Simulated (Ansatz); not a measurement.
Consider the redistribution: `[OH][Ge][O][SiH3]` + `ClC[SiH2][SeH]` → `[SiH3][O][Ge][Cl]` + `OC[SiH2][SeH]`.

Gas-phase electronic energies from Ansatz, PBE0-D4/def2-TZVP geometries. CBS: MP2 limit from def2 TZ/QZ plus the TZ coupled-cluster correction, frozen cores. For Ge, Se outer-core shells are correlated without core-valence functions, which leaves a few kJ/mol of doubt a bond. Scalar relativity is left out up to krypton. Each species was taken in one conformer, which may not be the lowest.

```json
{"species": "`[OH][Ge][O][SiH3]`", "CCSD(T)/CBS(def2) energy (Eh)": "-2518.03462"}
{"species": "`ClC[SiH2][SeH]`", "CCSD(T)/CBS(def2) energy (Eh)": "-3190.64959"}
{"species": "`[SiH3][O][Ge][Cl]`", "CCSD(T)/CBS(def2) energy (Eh)": "-2902.05095"}
{"species": "`OC[SiH2][SeH]`", "CCSD(T)/CBS(def2) energy (Eh)": "-2806.62969"}
```

Question: Work out ΔE.

Answer: ΔE = (-2902.05095) + (-2806.62969) − (-2518.03462) − (-3190.64959) = 0.00357 Eh = +9.4 kJ/mol.

Largest T1 diagnostic among the species: 0.015.

In def2-TZVPP, CCSD(T) changes the Hartree–Fock value by +13.6 kJ/mol (the triples alone add +2.0 kJ/mol) and MP2 by +19.1 kJ/mol.
